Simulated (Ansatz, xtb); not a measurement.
# CH5AlGe: which of two structures lies lower

Structure a: `[CH3][AlH][GeH]`, a singlet. Structure b: a singlet given by its coordinates. Both are isolated molecules in the gas phase, relaxed with B3LYP-D3(BJ)/def2-SVP; the shapes shown needn't be the lowest conformers.

a (Å):

```tsv
atom	x (Å)	y (Å)	z (Å)
C	-0.8856	-1.0345	1.2817
Al	0.2405	0.3338	0.4130
Ge	0.5901	2.6846	1.3300
H	-1.6329	-1.4248	0.5680
H	-0.2595	-1.8954	1.5801
H	-1.4206	-0.6827	2.1776
H	0.9723	-0.0754	-0.9522
H	-0.6981	3.0226	0.4163
```

b (Å):

```xyz
8

C    -1.3005    0.1683    1.4421
Al    0.4046   -0.5244    0.6114
Ge   -0.6502    1.9694    1.1030
H    -1.7688    0.0147    2.4215
H    -1.9475   -0.2379    0.6402
H     1.8023   -0.4592    1.3634
H     0.1533   -1.4036   -0.6819
H     0.3332    1.2823   -0.1291
```

Close contacts (Å): C1–Al2 2.02, C1–Ge3 1.94, Al2–Ge3 2.75, C1–H4 1.10, C1–H5 1.11, Al2–H6 1.59, Al2–H7 1.58, Al2–H8 1.95, Ge3–H8 1.72.

Quicker runs give these differences E(b) − E(a): GFN2-xTB −70.05 kJ/mol; HF/STO-3G +91.32 kJ/mol (at GFN2-xTB geometries); r2SCAN-D4/def2-SVP −0.53 kJ/mol (at GFN2-xTB geometries).

Q: Estimate E(b) − E(a) at the level CCSD(T)/def2-TZVP.

A: Calculated at CCSD(T)/def2-TZVP: E(b) − E(a) = −5.84 kJ/mol, so structure b lies lower.

The same difference at several levels:

```csv
level,geometry,E(b) − E(a) (kJ/mol),departure from the last row (kJ/mol),"job, with rough time for the two"
GFN2-xTB,GFN2-xTB,−70.05,−64.21,"optimisation, 0.18 s"
HF/STO-3G,GFN2-xTB,+91.32,+97.16,"single point, 0.26 s"
r2SCAN-D4/def2-SVP,GFN2-xTB,−0.53,+5.31,"single point, 1.6 s"
B3LYP-D3(BJ)/def2-SVP,B3LYP-D3(BJ)/def2-SVP,−1.93,+3.91,"optimisation, 35 s"
HF/def2-TZVP,B3LYP-D3(BJ)/def2-SVP,+21.52,+27.37,part of the CCSD(T) run
MP2/def2-TZVP,B3LYP-D3(BJ)/def2-SVP,−13.17,−7.32,part of the CCSD(T) run
CCSD(T)/def2-TZVP,B3LYP-D3(BJ)/def2-SVP,−5.84,,"single point, 18 s"
```

HF/STO-3G, HF/def2-TZVP put the two in the other order. r2SCAN-D4/def2-SVP, B3LYP-D3(BJ)/def2-SVP find them nearly level. The largest departure from CCSD(T)/def2-TZVP is that of HF/STO-3G, 97.16 kJ/mol.

With harmonic frequencies from B3LYP-D3(BJ)/def2-SVP (ideal gas, rigid rotor, one conformer each, 600 K, 1 atm): the zero-point term adds −5.45 kJ/mol; ΔH is −15.02 and ΔG +6.17 kJ/mol. The free energy reverses the electronic order.

The correlated steps freeze 15 core orbitals; the filled d shell of Ge is correlated, in a basis made for valence electrons. Codes used: Ansatz 0.2.0, xtb 6.7.1; the last row on 2 threads of Intel(R) Xeon(R) 6975P-C (Granite Rapids) on a shared host.
